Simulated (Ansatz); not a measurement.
Steps of a relaxation of `F[SiH2]C[SiH2]F` with RKS PBE0-D4/def2-TZVP.

```sh
$ ansatz run in.yaml --threads 4 --pin off --events-out ev --progress --plain --max-ram 10444MiB
```

```yaml
crystal:
  periodic: [false, false, false]
  atoms:
    - {symbol: F, position_ang: [-1.568732, 1.849867, 1.665498]}
    - {symbol: Si, position_ang: [-0.324550, 1.359276, 0.709740]}
    - {symbol: C, position_ang: [-0.736044, -0.338564, 0.008260]}
    - {symbol: Si, position_ang: [0.754526, -1.203880, -0.735986]}
    - {symbol: F, position_ang: [1.720538, -0.034315, -1.383785]}
    - {symbol: H, position_ang: [0.904274, 1.288717, 1.569389]}
    - {symbol: H, position_ang: [-0.169311, 2.368326, -0.386879]}
    - {symbol: H, position_ang: [-1.538380, -0.228346, -0.751770]}
    - {symbol: H, position_ang: [-1.140577, -0.968582, 0.830838]}
    - {symbol: H, position_ang: [0.376612, -2.150017, -1.840015]}
    - {symbol: H, position_ang: [1.546944, -1.915581, 0.322811]}
basis:
  gaussian: {orbitals: def2-TZVP}
hamiltonian: {xc: pbe0, dispersion: d4}
relax: {f_tol: 0.005, max_steps: 150}
```

Positions (Å) and forces (eV/Å) along the path, 12 of 14 steps:

```xyz
11
step=1 energy=-22317.8404 eV
F    -1.569    1.850    1.665    0.926   -0.349   -0.701
Si   -0.325    1.359    0.710   -0.648    0.125    0.435
C    -0.736   -0.339    0.008   -0.195   -0.024    0.026
Si    0.755   -1.204   -0.736    0.395    0.668   -0.291
F     1.721   -0.034   -1.384   -0.699   -0.933    0.461
H     0.904    1.289    1.569   -0.302    0.056   -0.164
H    -0.169    2.368   -0.387   -0.046   -0.201    0.282
H    -1.538   -0.228   -0.752    0.384   -0.056    0.349
H    -1.141   -0.969    0.831    0.204    0.275   -0.377
H     0.377   -2.150   -1.840    0.132    0.248    0.245
H     1.547   -1.916    0.323   -0.152    0.192   -0.267
11
step=2 energy=-22317.9036 eV
F    -1.558    1.836    1.651    0.551   -0.220   -0.423
Si   -0.323    1.351    0.708   -0.548    0.112    0.361
C    -0.732   -0.334    0.007    0.024    0.004   -0.002
Si    0.745   -1.201   -0.733    0.360    0.543   -0.267
F     1.711   -0.061   -1.390   -0.448   -0.542    0.299
H     0.886    1.297    1.571   -0.063   -0.005   -0.043
H    -0.169    2.363   -0.367    0.000   -0.055    0.050
H    -1.526   -0.226   -0.745    0.112   -0.006    0.101
H    -1.130   -0.960    0.821    0.060    0.083   -0.101
H     0.380   -2.140   -1.826    0.002    0.045    0.066
H     1.541   -1.898    0.311   -0.050    0.042   -0.042
11
step=4 energy=-22317.9274 eV
F    -1.558    1.821    1.634   -0.013    0.004    0.009
Si   -0.331    1.349    0.716   -0.005   -0.001   -0.003
C    -0.720   -0.325    0.004    0.014    0.019    0.001
Si    0.747   -1.189   -0.737    0.010    0.000   -0.015
F     1.699   -0.086   -1.413    0.004   -0.001   -0.007
H     0.870    1.293    1.584    0.003   -0.007    0.009
H    -0.162    2.358   -0.353    0.005    0.005   -0.004
H    -1.512   -0.216   -0.744   -0.006    0.001   -0.006
H    -1.114   -0.955    0.810    0.000   -0.018    0.002
H     0.366   -2.145   -1.804   -0.015   -0.009    0.005
H     1.539   -1.877    0.311    0.003    0.007    0.011
11
step=5 energy=-22317.9272 eV rejected
F    -1.569    1.820    1.634   -0.011    0.010    0.005
Si   -0.334    1.355    0.724    0.019   -0.037    0.043
C    -0.713   -0.316    0.003    0.042   -0.097   -0.066
Si    0.747   -1.196   -0.741    0.000    0.101    0.022
F     1.690   -0.101   -1.440    0.036    0.001   -0.036
H     0.861    1.295    1.600    0.005    0.007    0.012
H    -0.157    2.371   -0.338    0.001   -0.002   -0.014
H    -1.499   -0.203   -0.749   -0.030   -0.004   -0.018
H    -1.105   -0.967    0.793   -0.034    0.043    0.042
H     0.355   -2.168   -1.787   -0.025   -0.020   -0.004
H     1.550   -1.866    0.310   -0.003   -0.002    0.013
11
step=6 energy=-22317.9280 eV
F    -1.563    1.821    1.634   -0.003    0.002    0.002
Si   -0.332    1.349    0.720   -0.003   -0.004   -0.004
C    -0.718   -0.323    0.002    0.002    0.004   -0.005
Si    0.749   -1.189   -0.740   -0.007    0.004    0.000
F     1.699   -0.091   -1.427   -0.002   -0.009   -0.006
H     0.866    1.291    1.592   -0.004   -0.002    0.005
H    -0.158    2.360   -0.348    0.005    0.002    0.006
H    -1.509   -0.213   -0.747    0.003    0.003    0.001
H    -1.111   -0.958    0.805    0.004   -0.003   -0.003
H     0.358   -2.153   -1.797    0.000   -0.005    0.007
H     1.543   -1.868    0.313    0.005    0.007   -0.003
11
step=7 energy=-22317.9297 eV
F    -1.585    1.821    1.627    0.005   -0.004   -0.008
Si   -0.336    1.352    0.738    0.026    0.006    0.007
C    -0.709   -0.310   -0.007   -0.004   -0.056   -0.025
Si    0.752   -1.188   -0.749    0.001    0.004   -0.003
F     1.683   -0.117   -1.501   -0.033   -0.033    0.012
H     0.843    1.278    1.637   -0.019    0.001   -0.007
H    -0.130    2.372   -0.317   -0.003   -0.011    0.019
H    -1.496   -0.194   -0.760    0.013    0.006    0.007
H    -1.105   -0.965    0.780    0.001    0.037   -0.004
H     0.338   -2.200   -1.754    0.018    0.030    0.026
H     1.571   -1.822    0.314   -0.006    0.020   -0.023
11
step=8 energy=-22317.9306 eV
F    -1.596    1.820    1.620    0.010   -0.006   -0.011
Si   -0.336    1.350    0.747    0.027    0.011    0.007
C    -0.707   -0.305   -0.013   -0.001   -0.054   -0.016
Si    0.752   -1.188   -0.753    0.011    0.007   -0.019
F     1.663   -0.129   -1.547   -0.040   -0.041    0.023
H     0.829    1.264    1.663   -0.020   -0.002   -0.008
H    -0.107    2.377   -0.297   -0.007   -0.014    0.018
H    -1.489   -0.183   -0.769    0.010    0.005    0.005
H    -1.108   -0.965    0.768   -0.002    0.038   -0.004
H     0.331   -2.229   -1.726    0.025    0.038    0.036
H     1.593   -1.787    0.315   -0.013    0.018   -0.031
11
step=9 energy=-22317.9317 eV
F    -1.609    1.819    1.608    0.010    0.002   -0.006
Si   -0.333    1.345    0.760    0.016   -0.005    0.004
C    -0.705   -0.298   -0.024   -0.004   -0.026   -0.003
Si    0.752   -1.185   -0.758    0.031   -0.047   -0.019
F     1.623   -0.144   -1.617   -0.031   -0.034    0.023
H     0.807    1.232    1.705   -0.021    0.010   -0.021
H    -0.069    2.382   -0.266   -0.001   -0.016    0.026
H    -1.480   -0.164   -0.786    0.005    0.002    0.003
H    -1.119   -0.960    0.749    0.001    0.023   -0.010
H     0.330   -2.276   -1.677    0.027    0.066    0.052
H     1.629   -1.724    0.314   -0.031    0.025   -0.048
11
step=10 energy=-22317.9322 eV
F    -1.612    1.820    1.603    0.009   -0.004   -0.007
Si   -0.332    1.341    0.764    0.013    0.022    0.009
C    -0.707   -0.299   -0.027    0.002   -0.006    0.012
Si    0.751   -1.185   -0.758    0.040   -0.008   -0.039
F     1.605   -0.147   -1.639   -0.031   -0.043    0.032
H     0.802    1.225    1.716   -0.017   -0.011   -0.008
H    -0.051    2.381   -0.253   -0.011   -0.016    0.005
H    -1.477   -0.160   -0.793    0.003    0.000    0.000
H    -1.128   -0.959    0.743   -0.002    0.011   -0.005
H     0.331   -2.289   -1.660    0.023    0.041    0.040
H     1.643   -1.700    0.313   -0.030    0.015   -0.040
11
step=11 energy=-22317.9325 eV
F    -1.613    1.821    1.600    0.012   -0.001   -0.006
Si   -0.330    1.339    0.767   -0.014    0.003    0.004
C    -0.708   -0.297   -0.029    0.000    0.007    0.004
Si    0.751   -1.183   -0.759    0.047    0.026   -0.037
F     1.591   -0.149   -1.657   -0.035   -0.047    0.038
H     0.796    1.210    1.725   -0.002    0.003   -0.003
H    -0.041    2.378   -0.247    0.002   -0.002    0.006
H    -1.474   -0.153   -0.798    0.000   -0.001   -0.001
H    -1.135   -0.956    0.738    0.001   -0.006   -0.001
H     0.335   -2.300   -1.642    0.002    0.010    0.008
H     1.653   -1.681    0.310   -0.012    0.008   -0.012
11
step=13 energy=-22317.9327 eV
F    -1.617    1.823    1.597   -0.001   -0.001   -0.001
Si   -0.331    1.338    0.772   -0.002   -0.002   -0.001
C    -0.706   -0.295   -0.032    0.001    0.004    0.004
Si    0.752   -1.182   -0.761   -0.004    0.010   -0.012
F     1.581   -0.159   -1.678   -0.003   -0.006    0.005
H     0.788    1.204    1.738    0.000   -0.002    0.000
H    -0.030    2.379   -0.236    0.000    0.001   -0.001
H    -1.470   -0.149   -0.803    0.003    0.000    0.002
H    -1.136   -0.958    0.731    0.001    0.000    0.000
H     0.332   -2.311   -1.626    0.001   -0.004   -0.001
H     1.662   -1.663    0.307    0.004   -0.001    0.005
11
step=14 energy=-22317.9327 eV
F    -1.619    1.823    1.595   -0.001    0.000   -0.001
Si   -0.331    1.338    0.774    0.003   -0.003    0.000
C    -0.706   -0.294   -0.033   -0.001    0.001   -0.001
Si    0.752   -1.182   -0.763   -0.002   -0.002    0.004
F     1.577   -0.162   -1.686    0.002    0.003   -0.003
H     0.784    1.201    1.743    0.000    0.000    0.000
H    -0.025    2.380   -0.232   -0.001    0.000    0.000
H    -1.469   -0.147   -0.804    0.000    0.000    0.001
H    -1.136   -0.958    0.729    0.000    0.001    0.000
H     0.332   -2.316   -1.621    0.000    0.001    0.000
H     1.666   -1.656    0.306    0.001   -0.001    0.000
```

Hardware: 4 threads of an Arm Neoverse V2 on a shared host. Wall time 37 s, peak host memory 0.54 GiB.
